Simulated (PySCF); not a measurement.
C3H7O (SMILES C[CH]OC), doublet, geometry from GFN2-xTB; TPSS/STO-3G run with PySCF.

PySCF was given this input:
```python
from pyscf import gto, scf, dft

mol = gto.M(
    atom='''
O     0.07101639   -0.66456001    0.19109071
C    -0.06692834    0.67303357   -0.09082657
C     1.35818535   -1.19034893    0.02589577
C    -1.44549983    1.21108447   -0.04695723
H     0.68863969    1.12953665   -0.71319426
H     1.29299347   -2.25508650    0.24458366
H     1.71840718   -1.04941663   -1.00022698
H     2.07110162   -0.72074430    0.71400912
H    -1.97038421    1.09659057   -1.00448575
H    -2.01653063    0.67958044    0.71033681
H    -1.42690127    2.27340509    0.19157975
''',
    basis='sto-3g',
    spin=1,
    verbose=4,
)

mf = dft.UKS(mol)
mf.xc = 'tpss'
mf.DIIS = scf.EDIIS
mf.kernel()
```

Task: Predict the main parts of the log of this PySCF run.

Result: 
```
PySCF version 2.14.0

[INPUT] verbose = 4
[INPUT] num. atoms = 11
[INPUT] num. electrons = 33
[INPUT] charge = 0
[INPUT] spin (= nelec alpha-beta = 2S) = 1
[INPUT] symmetry False subgroup None
[INPUT] Mole.unit = angstrom
[INPUT] Symbol           X                Y                Z      unit          X                Y                Z       unit  Magmom
[...]
nuclear repulsion = 125.276416307802
number of shells = 19
number of NR pGTOs = 81
number of NR cGTOs = 27
basis = sto-3g
ecp = {}

******** <class 'pyscf.dft.uks.UKS'> ********
method = UKS
initial guess = minao
damping factor = 0
level_shift factor = 0
DIIS = <class 'pyscf.scf.diis.EDIIS'>
diis_start_cycle = 1
diis_space = 8
diis_damp = 0
SCF conv_tol = 1e-09
SCF conv_tol_grad = None
SCF max_cycles = 50
direct_scf = True
direct_scf_tol = 1e-13
number electrons alpha = 17  beta = 16
XC library pyscf.dft.libxc version 7.1.2
    S. Lehtola, C. Steigemann, M. J. T. Oliveira, and M. A. L. Marques,  SoftwareX 7, 1–5 (2018)
XC functionals = tpss
    J. Tao, J. P. Perdew, V. N. Staroverov, and G. E. Scuseria,  Phys. Rev. Lett. 91, 146401 (2003)
    J. P. Perdew, J. Tao, V. N. Staroverov, and G. E. Scuseria,  J. Chem. Phys. 120, 6898 (2004)
    J. Tao, J. P. Perdew, V. N. Staroverov, and G. E. Scuseria,  Phys. Rev. Lett. 91, 146401 (2003)
    J. P. Perdew, J. Tao, V. N. Staroverov, and G. E. Scuseria,  J. Chem. Phys. 120, 6898 (2004)
radial grids:
    Treutler-Ahlrichs [JCP 102, 346 (1995); DOI:10.1063/1.469408] (M4) radial grids

becke partition: Becke, JCP 88, 2547 (1988); DOI:10.1063/1.454033
pruning grids: <function nwchem_prune>
grids dens level: 3
symmetrized grids: False
atomic radii adjust function: <function treutler_atomic_radii_adjust>
small_rho_cutoff = 0
Set gradient conv threshold to 3.16228e-05
tot grids = 125096
init E= -191.540301204881

cycle= 1 E= -191.242208685166  delta_E= 0.298  |g|= 0.242  |ddm|= 2.85
cycle= 2 E= -191.174133498134  delta_E= 0.0681  |g|= 0.425  |ddm|= 0.86
cycle= 3 E= -191.27170063018  delta_E= -0.0976  |g|= 0.128  |ddm|= 0.687
cycle= 4 E= -191.271700623888  delta_E= 6.29e-09  |g|= 0.128  |ddm|= 5.55e-08
cycle= 5 E= -191.271700623817  delta_E= 7.04e-11  |g|= 0.128  |ddm|= 6.21e-10
cycle= 6 E= -191.271700633208  delta_E= -9.39e-09  |g|= 0.128  |ddm|= 8.28e-08
cycle= 7 E= -191.271700614374  delta_E= 1.88e-08  |g|= 0.128  |ddm|= 1.66e-07
cycle= 8 E= -191.271700624945  delta_E= -1.06e-08  |g|= 0.128  |ddm|= 9.32e-08
[...]
cycle= 21 E= -191.281511695798  delta_E= -0.0125  |g|= 0.0299  |ddm|= 0.222
cycle= 22 E= -191.281511695589  delta_E= 2.08e-10  |g|= 0.0299  |ddm|= 9.4e-09
cycle= 23 E= -191.28151169585  delta_E= -2.61e-10  |g|= 0.0299  |ddm|= 1.18e-08
cycle= 24 E= -191.281511695822  delta_E= 2.84e-11  |g|= 0.0299  |ddm|= 1.26e-09
cycle= 25 E= -191.281511695623  delta_E= 1.98e-10  |g|= 0.0299  |ddm|= 8.98e-09
cycle= 26 E= -191.281511695665  delta_E= -4.21e-11  |g|= 0.0299  |ddm|= 1.91e-09
cycle= 27 E= -191.281511695938  delta_E= -2.73e-10  |g|= 0.0299  |ddm|= 1.23e-08
cycle= 28 E= -191.279269449597  delta_E= 0.00224  |g|= 0.0675  |ddm|= 0.0664
cycle= 29 E= -191.279717152564  delta_E= -0.000448  |g|= 0.0614  |ddm|= 0.165
cycle= 30 E= -191.282023251206  delta_E= -0.00231  |g|= 0.0118  |ddm|= 0.0812
cycle= 31 E= -191.282023251157  delta_E= 4.9e-11  |g|= 0.0118  |ddm|= 1.4e-08
cycle= 32 E= -191.282023251333  delta_E= -1.75e-10  |g|= 0.0118  |ddm|= 5.01e-08
cycle= 33 E= -191.282023251618  delta_E= -2.86e-10  |g|= 0.0118  |ddm|= 8.13e-08
cycle= 34 E= -191.282023251224  delta_E= 3.94e-10  |g|= 0.0118  |ddm|= 1.12e-07
cycle= 35 E= -191.282023251237  delta_E= -1.23e-11  |g|= 0.0118  |ddm|= 3.54e-09
cycle= 36 E= -191.282023251236  delta_E= 4.55e-13  |g|= 0.0118  |ddm|= 1.82e-10
cycle= 37 E= -191.281229490212  delta_E= 0.000794  |g|= 0.0377  |ddm|= 0.0561
cycle= 38 E= -191.281833662338  delta_E= -0.000604  |g|= 0.0207  |ddm|= 0.0744
cycle= 39 E= -191.282036533564  delta_E= -0.000203  |g|= 0.011  |ddm|= 0.0204
cycle= 40 E= -191.282036533504  delta_E= 6.03e-11  |g|= 0.011  |ddm|= 6.63e-09
cycle= 41 E= -191.282036533199  delta_E= 3.05e-10  |g|= 0.011  |ddm|= 3.35e-08
cycle= 42 E= -191.282036532786  delta_E= 4.12e-10  |g|= 0.011  |ddm|= 4.52e-08
cycle= 43 E= -191.282036532734  delta_E= 5.25e-11  |g|= 0.011  |ddm|= 5.82e-09
cycle= 44 E= -191.28203653242  delta_E= 3.14e-10  |g|= 0.011  |ddm|= 3.44e-08
cycle= 45 E= -191.282036531908  delta_E= 5.12e-10  |g|= 0.011  |ddm|= 5.62e-08
cycle= 46 E= -191.281837553635  delta_E= 0.000199  |g|= 0.021  |ddm|= 0.0399
cycle= 47 E= -191.282081587971  delta_E= -0.000244  |g|= 0.00652  |ddm|= 0.0348
cycle= 48 E= -191.282081587341  delta_E= 6.3e-10  |g|= 0.00652  |ddm|= 1.07e-07
cycle= 49 E= -191.282081587892  delta_E= -5.52e-10  |g|= 0.00652  |ddm|= 9.18e-08
cycle= 50 E= -191.28208158773  delta_E= 1.62e-10  |g|= 0.00652  |ddm|= 2.85e-08
SCF not converged.
SCF energy = -191.28208158773 after 50 cycles  <S^2> = 0.75238607  2S+1 = 2.0023846
```

The run did not converge; its last values are not results.
